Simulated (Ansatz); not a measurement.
A structure relaxed at PBE0-D4/def2-TZVP, charge 0, multiplicity 1:

```xyz
9

S    -2.0697    0.4594    1.5044
Ge   -0.1049    0.7024    0.5390
C     0.3889   -0.0831   -1.1330
N     0.6911   -0.9118    0.0689
H    -2.1717   -0.8055    1.0614
H     0.7274    1.8053    1.1849
H    -0.3683   -0.5098   -1.7856
H     1.2227    0.3562   -1.6782
H     1.6845   -1.0130    0.2382
```

Task: Give its formula and SMILES.

Result: CH5GeNS, `[SH][GeH]1[CH2][NH]1`.

Task: Summarise the bond lengths by kind.

Result: 1 × Ge–S 2.203 Å; 1 × H–S 1.344 Å; 1 × C–Ge 1.912 Å; 1 × Ge–N 1.860 Å; 1 × Ge–H 1.525 Å; 1 × C–N 1.491 Å; 2 × C–H 1.087 to 1.089 Å; 1 × H–N 1.013 Å.

All numbers were calculated with Ansatz.
